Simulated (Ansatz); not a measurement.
Start from `[OH][W]([F])(=[S])=[S]` and change one element to get `[OH][W](=[S])(=[S])[Cl]`.

Ansatz, PBE0-D4/def2-TZVP geometries, multiplicity 1. Each molecule was computed in one conformer, which needn't be the lowest.

Elements past krypton have def2 core potentials.

```
                                                                                  property  `[OH][W]([F])(=[S])=[S]`
ideal-gas entropy at 298 K and 1 bar (rigid rotor, harmonic PBE0-D4/def2-TZVP) / J/(mol·K)                       356
                                            size of the dipole moment (PBE/def2-TZVPP) / D                      2.66
                                                         LUMO energy (PBE/def2-TZVPP) / eV                     -3.50
                                                     HOMO–LUMO gap (B3LYP/def2-TZVPP) / eV                      4.26
                                            zero-point energy (PBE0-D4/def2-TZVP) / kJ/mol                      50.4
                                          size of the dipole moment (B3LYP/def2-TZVPP) / D                      2.61
```

Give the same properties after the change, and the shifts. (An estimate is asked.)

Computed: 
```json
{"property": "ideal-gas entropy at 298 K and 1 bar (rigid rotor, harmonic PBE0-D4/def2-TZVP) / J/(mol·K)", "`[OH][W](=[S])(=[S])[Cl]`": "368", "shift": "12"}
{"property": "size of the dipole moment (PBE/def2-TZVPP) / D", "`[OH][W](=[S])(=[S])[Cl]`": "2.51", "shift": "-0.15"}
{"property": "LUMO energy (PBE/def2-TZVPP) / eV", "`[OH][W](=[S])(=[S])[Cl]`": "-3.60", "shift": "-0.10"}
{"property": "HOMO–LUMO gap (B3LYP/def2-TZVPP) / eV", "`[OH][W](=[S])(=[S])[Cl]`": "4.12", "shift": "-0.14"}
{"property": "zero-point energy (PBE0-D4/def2-TZVP) / kJ/mol", "`[OH][W](=[S])(=[S])[Cl]`": "48.0", "shift": "-2.4"}
{"property": "size of the dipole moment (B3LYP/def2-TZVPP) / D", "`[OH][W](=[S])(=[S])[Cl]`": "2.45", "shift": "-0.16"}
```

With PBE0 the HOMO rises by 0.05 eV and the LUMO falls by 0.11 eV, so the gap narrows by about 0.16 eV. PBE moves the HOMO by 0.04 eV and ωB97M-V by 0.04 eV. Dipoles are sizes alone; their direction can turn.

B3LYP here is the variant with VWN-RPA as its local correlation; programs differ in this.
